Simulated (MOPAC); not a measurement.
Input for MOPAC: PM3 on GeH4SSe (SMILES S[Se][GeH3]), a point of a torsion scan.

```
PM3 1SCF PRECISE CHARGE=0 THREADS=1
GeH4SSe

S      2.29426982 1     0.48312087 1     0.24699028 1
Se     0.84841116 1    -0.93530819 1     1.08006456 1
Ge    -1.12783562 1     0.01036993 1     0.23529373 1
H      2.64705182 1    -0.23398790 1    -0.82218658 1
H     -1.35458473 1    -0.36693251 1    -1.20352893 1
H     -2.27893400 1    -0.49978788 1     1.04637351 1
H     -1.05144858 1     1.50435339 1     0.32566008 1
```

Program output:

```
*******************************************************************************
 **                                                                           **
 **                              MOPAC v23.2.5                                **
 **                                                                           **
 *******************************************************************************
 ** MOPAC's Digital Object Identifier: https://doi.org/10.5281/zenodo.6511958 **
 **                                                                           **
 ** Please cite the open-source release paper for use of this MOPAC version:  **
 ** J. E. Moussa and J. J. P. Stewart (2026)                                  **
 ** MOPAC: An open-source semiempirical molecular orbital program             **
 ** J. Open Source Softw., 11(119), 8025, https://doi.org/10.21105/joss.08025 **
 *******************************************************************************

                              PM3 CALCULATION RESULTS

 *******************************************************************************
 *  PM3        - The PM3 Hamiltonian to be used
 *
 *
 *
 *                 CHARGE ON SYSTEM = 0
 *
 *
 *
 *  PRECISE    - TIGHTER CRITERIA TO BE USED
 *  1SCF       - DO 1 SCF AND THEN STOP
 *  THREADS=1  - MULTI-THREADING NOT USED
 *  T=         - A TIME OF 172800.0 SECONDS REQUESTED
 *  DUMP=N     - RESTART FILE WRITTEN EVERY 7200.0 SECONDS REQUESTED
 *******************************************************************************
PM3 1SCF PRECISE CHARGE=0 THREADS=1
 GeH4SSe

   ATOM   CHEMICAL          X               Y               Z
  NUMBER   SYMBOL      (ANGSTROMS)     (ANGSTROMS)     (ANGSTROMS)

     1       S          2.29426982  *   0.48312087  *   0.24699028  *
     2      Se          0.84841116  *  -0.93530819  *   1.08006456  *
     3      Ge         -1.12783562  *   0.01036993  *   0.23529373  *
     4       H          2.64705182  *  -0.23398790  *  -0.82218658  *
     5       H         -1.35458473  *  -0.36693251  *  -1.20352893  *
     6       H         -2.27893400  *  -0.49978788  *   1.04637351  *
     7       H         -1.05144858  *   1.50435339  *   0.32566008  *



          CARTESIAN COORDINATES

    NO.       ATOM           X           Y           Z

     1         S          2.2943      0.4831      0.2470
     2        Se          0.8484     -0.9353      1.0801
     3        Ge         -1.1278      0.0104      0.2353
     4         H          2.6471     -0.2340     -0.8222
     5         H         -1.3546     -0.3669     -1.2035
     6         H         -2.2789     -0.4998      1.0464
     7         H         -1.0514      1.5044      0.3257

  H: (PM3): J. J. P. STEWART, J. COMP. CHEM. 10, 209 (1989).
  S: (PM3): J. J. P. STEWART, J. COMP. CHEM. 10, 209 (1989).
 Ge: (PM3): J. J. P. STEWART, J. COMP. CHEM. 12, 320-341 (1991).
 Se: (PM3): J. J. P. STEWART, J. COMP. CHEM. 12, 320-341 (1991).

           Empirical Formula: H4 S Se Ge  =     7 atoms



      MOLECULAR POINT GROUP   :   C1


      RHF CALCULATION, NO. OF DOUBLY OCCUPIED LEVELS = 10


 -------------------------------------------------------------------------------
 PM3 1SCF PRECISE CHARGE=0 THREADS=1
 GeH4SSe



     1SCF WAS SPECIFIED, SO BFGS WAS NOT USED
     SCF FIELD WAS ACHIEVED


                              PM3 CALCULATION
                                                       MOPAC v23.2.5 Linux




          FINAL HEAT OF FORMATION =         23.62673 KCAL/MOL =      98.85426 KJ/MOL


          COSMO AREA              =        131.30 SQUARE ANGSTROMS
          COSMO VOLUME            =        125.18 CUBIC ANGSTROMS

          IONIZATION POTENTIAL    =          9.622008 EV
          HOMO LUMO ENERGIES (EV) =         -9.622 -3.301
          NO. OF FILLED LEVELS    =         10
          MOLECULAR WEIGHT        =        187.6416         POINT GROUP:  C1

          MOLECULAR DIMENSIONS (Angstroms)

            Atom       Atom       Distance
            H     6    H     4     5.27518
           Se     2    H     5     2.98388
            H     5    H     7     2.16435


          SCF CALCULATIONS        =          1





   ATOM   CHEMICAL          X               Y               Z
  NUMBER   SYMBOL      (ANGSTROMS)     (ANGSTROMS)     (ANGSTROMS)

     1       S          2.29426982  *   0.48312087  *   0.24699028  *
     2      Se          0.84841116  *  -0.93530819  *   1.08006456  *
     3      Ge         -1.12783562  *   0.01036993  *   0.23529373  *
     4       H          2.64705182  *  -0.23398790  *  -0.82218658  *
     5       H         -1.35458473  *  -0.36693251  *  -1.20352893  *
     6       H         -2.27893400  *  -0.49978788  *   1.04637351  *
     7       H         -1.05144858  *   1.50435339  *   0.32566008  *

                             CARTESIAN COORDINATES

   1    S        2.294269820     0.483120870     0.246990280
   2   Se        0.848411160    -0.935308190     1.080064560
   3   Ge       -1.127835620     0.010369930     0.235293730
   4    H        2.647051820    -0.233987900    -0.822186580
   5    H       -1.354584730    -0.366932510    -1.203528930
   6    H       -2.278934000    -0.499787880     1.046373510
   7    H       -1.051448580     1.504353390     0.325660080


           Empirical Formula: H4 S Se Ge  =     7 atoms



      MOLECULAR POINT GROUP   :   C1


                  EIGENVALUES
 -27.31276 -18.41586 -16.23230 -14.92469 -13.42862 -13.04636 -12.76043 -11.55083
  -9.88724  -9.62201  -3.30106  -2.62592  -0.03054   0.03001   0.39906   3.16995


              NET ATOMIC CHARGES AND DIPOLE CONTRIBUTIONS

  ATOM NO.   TYPE          CHARGE      No. of ELECS.   s-Pop       p-Pop
    1          S          -0.024010        6.0240     1.91389     4.11012
    2         Se          -0.048029        6.0480     1.93326     4.11477
    3         Ge           0.216546        3.7835     0.62954     3.15391
    4          H           0.024336        0.9757     0.97566
    5          H          -0.066180        1.0662     1.06618
    6          H          -0.048204        1.0482     1.04820
    7          H          -0.054460        1.0545     1.05446
 DIPOLE           X         Y         Z       TOTAL
 POINT-CHG.    -0.091    -0.018    -0.074     0.118
 HYBRID        -0.368    -0.465    -1.375     1.497
 SUM           -0.458    -0.483    -1.449     1.594


          ATOMIC ORBITAL ELECTRON POPULATIONS

     Atom    s        px        py        pz
    1  S   1.91389   1.47997   1.29441   1.33573
    2 Se   1.93326   1.10005   1.35448   1.66024
    3 Ge   0.62954   1.05960   1.04937   1.04495
    4  H   0.97566
    5  H   1.06618
    6  H   1.04820
    7  H   1.05446

 **********************
 *                    *
 * JOB ENDED NORMALLY *
 *                    *
 **********************




 == MOPAC DONE ==
```

The run finished.

Cost: around 0.020 core-seconds (rough).
